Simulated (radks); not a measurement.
Spin polarisation of the 3d5 shell in Mn. Start: [Ar] 3d(up 2.5, down 2.5) 4s2; electrons of 3d are moved from spin down to spin up, other shells keep equal spins. Calculated with a radial shooting solver on a logarithmic mesh with Libxc functionals: non-relativistic Kohn-Sham, BLYP, spin-polarised, spherical densities, point nucleus.

\begin{tabular}{lrrrrrr}
moment (Bohr magnetons) & E - E(0) (eV) & e(3d up) (eV) & e(3d down) (eV) & 4s down minus up (eV) & 3p down minus up (eV) & 3s down minus up (eV) \\ \hline
0 & 0.000 & -6.901 & -6.901 & 0.000 & 0.000 & 0.000 \\
1 & -0.218 & -7.306 & -6.436 & 0.163 & 1.015 & 1.042 \\
2 & -0.868 & -7.642 & -5.915 & 0.326 & 2.019 & 2.075 \\
3 & -1.940 & -7.901 & -5.342 & 0.485 & 3.004 & 3.087 \\
4 & -3.420 & -8.072 & -4.718 & 0.640 & 3.957 & 4.068 \\
5 & -5.285 & -8.137 & -4.041 & 0.789 & 4.867 & 5.005 \\
\end{tabular}

At moment 5 the spin-polarisation energy is -5.285 eV and the 3d exchange splitting 4.095 eV, that is 0.819 eV per Bohr magneton; E = -I m^2/4 would give I = 0.846 eV.
